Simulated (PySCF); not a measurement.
Löwdin shares of the frontier orbitals

Species: C₄H₉N₃Si.
Structure used (GFN2-xTB), in Å, numbered top down from 1:
```
atom  x, y, z in Å
C1     2.031   -0.599    0.364
C2     1.257   -0.116   -0.860
N3     0.188    0.767   -0.488
N4     0.332    2.079   -0.603
N5    -0.732    2.653   -0.177
C6    -1.596    1.712    0.228
C7    -1.026    0.462    0.038
Si8   -1.706   -1.242    0.387
H9     1.378   -1.157    1.031
H10    2.847   -1.245    0.052
H11    2.441    0.251    0.904
H12    0.844   -0.966   -1.409
H13    1.917    0.455   -1.517
H14   -2.560    1.962    0.622
H15   -1.133   -1.741    1.641
H16   -3.157   -1.126    0.491
H17   -1.333   -2.137   -0.713
```

The calculation used PySCF 2.14.0, density-fitted response routines, TDDFT CAM-B3LYP/def2-SVPD, vertical, gas phase, core orbitals frozen in the response.

Kohn–Sham orbitals with the atoms that hold most of them (Löwdin shares over 4%, at most four atoms; ? is withheld):

| orbital | ε (eV) | atoms |
| --- | --- | --- |
| LUMO+2 | 1.32 | Si8 48%, H15 12%, H17 12%, H16 11% |
| LUMO+1 | 0.95 | Si8 37%, H17 9%, H16 8%, C1 7% |
| LUMO | 0.59 | ? |
| HOMO | ? | C6 26%, C7 25%, N4 22%, N3 9% |
| HOMO-1 | -9.03 | ? |
| HOMO-2 | -9.71 | N3 29%, N5 28%, C6 9%, C7 8% |
| HOMO-3 | -10.76 | N4 43%, N5 22%, C7 11%, Si8 7% |

Q: Give the leading atoms of the HOMO-1.

A: N5 (bonded to C and N) 49%; N4 (bonded to 2 N) 26%; C6 (bonded to C, N and H) 10%; N3 (bonded to 2 C and N) 8%. By element: nitrogen 84%, carbon 10% or more.

Q: Give the leading atoms of the LUMO.

A: N4 (bonded to 2 N) 18%; C7 (bonded to C, N and Si) 17%; Si8 (bonded to C and 3 H) 16%; N3 (bonded to 2 C and N) 15%. By element: nitrogen 33% or more, carbon 17% or more, silicon 16%.

Q: What is the HOMO energy, and the HOMO–LUMO gap?

A: ε(HOMO) = -8.85 eV; the gap is 9.44 eV (0.3469 hartree).

Q: How does S1 compare with the orbital gap of 9.44 eV?

A: S1 is at 5.68 eV (f = 0.0058), 3.76 eV below the gap, made of HOMO-1→LUMO (82%). Its leading pair isn't HOMO and LUMO; the energies of that pair differ by 9.62 eV. Without the coupling terms of the response equations the lowest excitation would equal the gap.

Q: One configuration dominates each of S1, S2 and S8. Which, and how do the shares of the two leading atoms of either orbital change from the occupied to the empty one?

A: 
- S1 (5.68 eV, f 0.0058), HOMO-1→LUMO (82%): N5 49% → at most 16%, N4 26% → 18%, C7 at most 7% → 17%
- S2 (6.44 eV, f 0.209), HOMO→LUMO (86%): C6 26% → at most 16%, C7 25% → 17%, N4 22% → 18%
- S8 (7.68 eV, f 0.0039), HOMO-1→LUMO+1 (70%): N5 49% → at most 8%, N4 26% → at most 8%, Si8 at most 7% → 37%, H17 at most 7% → 9%

One conformer stands for the species.
